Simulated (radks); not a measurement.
Results of a calculation; reference values are marked as such.
Valence configurations of La+ (all share [Xe]). Level of theory: scalar-relativistic Kohn-Sham, r2SCAN, spin-polarised, spherical densities, finite nucleus; open shells are filled with parallel spins first (spin-orbit coupling, left out, can overturn this in heavy ions); meta-GGA in the generalised Kohn-Sham scheme; Fermi nuclear charge, rms radius 4.855 fm (a radial shooting solver on a logarithmic mesh with Libxc functionals). Energies are relative to 5d2; eigenvalues in eV for spin up.

valence,E (eV),moment (Bohr magnetons),e(4f),e(5d),e(6p),e(6s)
5d2,0.000,2,-,-7.497,-,-
5d1 6s1,-0.007,2,-,-8.825,-,-8.900
5d1 6p1,3.106,2,-,-9.513,-6.192,-
6s2,1.167,0,-,-,-,-9.253
6p2,6.692,2,-,-,-7.419,-
6s1 6p1,3.422,2,-,-,-6.988,-10.337
4f1 5d1,1.475,2,-3.457,-6.270,-,-

NIST lists [Xe] 5d2 as the ground configuration; this level of theory puts 5d1 6s1 lower, by 0.007 eV. The energies are those of spherical high-spin densities, not of single terms.
